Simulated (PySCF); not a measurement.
C7H14O, SMILES CC(=O)CCC(C)C, singlet at its GFN2-xTB optimised geometry (Å):

```
22

C      2.8214    -1.8437     0.0028
C      1.3357    -1.7400     0.2577
O      0.6761    -2.6747     0.6322
C      0.7585    -0.3637     0.0000
C     -0.7679    -0.3637     0.0000
C     -1.3830     1.0385     0.0000
C     -2.8951     0.9370     0.1912
C     -1.0717     1.7927    -1.2911
H      3.2133    -2.7597     0.4366
H      3.3452    -0.9832     0.4102
H      2.9909    -1.8674    -1.0724
H      1.1277     0.2929     0.7941
H      1.1576     0.0103    -0.9440
H     -1.1257    -0.9182    -0.8699
H     -1.1047    -0.9024     0.8879
H     -0.9651     1.6023     0.8427
H     -3.3452     1.9268     0.2219
H     -3.3431     0.3817    -0.6300
H     -3.1315     0.4238     1.1203
H     -1.5701     2.7597    -1.2920
H     -0.0041     1.9660    -1.4007
H     -1.4218     1.2277    -2.1527
```

Method: B3LYP/def2-SVP in PySCF 2.14.0. Cells within 0.4 Å of a nucleus heavier than hydrogen are left out (blank, or x).

Map of the electron localisation function on the plane z = 0.0 Å:

```
|000000000000000000000000000|
|000000000000000000000000000|
|000000000000000000000000000|
|000000000000000000000000000|
|000000000000000000000000000|
|000011000000000000000000000|
|000699400000000000000000000|
|004999910000000000000000000|
|004999940122000000000000000|
|001799964465200000000000000|
|000267x59xx5300000000000000|
|000155x29xx5301331000000000|
|000378656699534663000010000|
|00026763147x484x64002884000|
|00012320033xx9xx33018998200|
|000000000364476684049998200|
|000000000255215986758985100|
|0000000000100024x49xx541000|
|0000000000000357368xx641000|
|000000000000477763369983000|
|000000000000477751069995000|
|000000000000256751049994000|
|000000000000023540017851000|
|000000000000000100000100000|
|000000000000000000000000000|
|000000000000000000000000000|
|000000000000000000000000000|
```
Scale: ten equal steps from 0.000 (start of '0') to 0.999 (end of '9'), in the order '0123456789'; x runs from -5.50 to 5.50, y from -5.50 (bottom) to 5.50 (top).
